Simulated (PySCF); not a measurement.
Gas-phase reaction: 2 GaH + 4 HF ⇌ Ga2H6 + 4 F

Method: PySCF energies plus ideal-gas RRHO corrections (1 bar). † marks an energy on the PBE0/def2-TZVP geometry and frequencies; other levels use their own. MP2 and CCSD(T) freeze the core. 6-31G* has spherical d functions here. Open shells (unrestricted): F (multiplicity 2, electronic degeneracy 6); the rest are closed-shell singlets. Spin-orbit splitting is ignored; it lowers the true energy and changes the entropy of F. Ga: all electrons, no relativistic terms. GaH, Ga2H6: computed as isolated molecules; such fragments, hydroxides, amides, oligomers or adducts are transient or little studied in the gas. MP2 isn't extrapolated to the basis-set limit; its ΔH°(298 K) is 1050.9 kJ in def2-SVP and 1168.6 kJ in def2-TZVPP. CCSD(T) isn't extrapolated to the basis-set limit; its ΔH°(298 K) is 982.9 kJ in def2-SVP and 1077.2 kJ in def2-TZVPP. The harmonic model lacks anharmonicity and excited electronic states, which grow with temperature; levels with a mode under 35 cm⁻¹ are left out.

| level | ΔE electronic, kJ | ΔH°(298 K), kJ | ΔS°(298 K), J/K | ΔG°(1600 K), kJ |
|---|---|---|---|---|
| BLYP/def2-TZVP† | 1207 | 1191 | -155 | 1408 |
| CCSD(T)/def2-TZVPP† | 1093 | 1077 | -155 | 1294 |
| HF/6-31G* | 542 | 522 | -155 | 740 |
| M06-2X/def2-TZVP† | 1126 | 1110 | -155 | 1326 |
| MP2/def2-TZVPP† | 1185 | 1169 | -155 | 1385 |
| PBE0/def2-TZVP | 1081 | 1064 | -155 | 1281 |
| ωB97M-V/def2-TZVP† | 1115 | 1099 | -155 | 1315 |
ΔH° is lowest at HF/6-31G* and highest at BLYP/def2-TZVP†. No reference value is set beside these.
